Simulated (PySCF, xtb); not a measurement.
AlF2H3O2Si, SMILES [OH][Al]([SiH](F)F)[OH]. Other conformers were not sampled.

Harmonic wavenumbers (cm⁻¹) from GFN2-xTB run with xtb at its own minimum, in rising order: 8, 82, 98, 152, 196, 221, 252, 415, 432, 471, 502, 508, 643, 676, 769, 814, 818, 977, 2237, 3760, 3764.

What does ωB97X-D3(BJ)/def2-SVP (PySCF 2.14.0) give at its own minimum? (The exact figures need the calculation; the answer reports its results.)

15, 97, 108, 189, 253, 258, 297, 322, 370, 419, 430, 519, 812, 833, 837, 895, 942, 957, 2273, 4003, 4014. Paired by order, the mean absolute difference is 78 cm⁻¹ and the zero-point energies are 25.4 and 26.9 kcal/mol.
